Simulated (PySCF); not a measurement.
A structure optimised at PBE-D3(BJ)/def2-SVP, used in a PySCF frequency run:

```xyz
10

In     0.0544     0.1324    -0.0235
Cl    -0.3897    -1.7939     1.2943
Cl     1.2775     1.7682     1.1811
C     -0.6244     0.2870    -2.0905
C     -1.3840    -0.9435    -2.5755
H      0.2973     0.4855    -2.6745
H     -1.2361     1.2118    -2.1162
H     -2.2962    -1.1375    -1.9768
H     -0.7654    -1.8622    -2.5354
H     -1.7056    -0.8093    -3.6310
```

Task: Write its SMILES and formula.

Result: C[CH2][In]([Cl])[Cl], C2H5Cl2In

Task: What are its rotational constants (standard atomic weights)?

Result: 2.0596, 1.3290, 0.81613 GHz
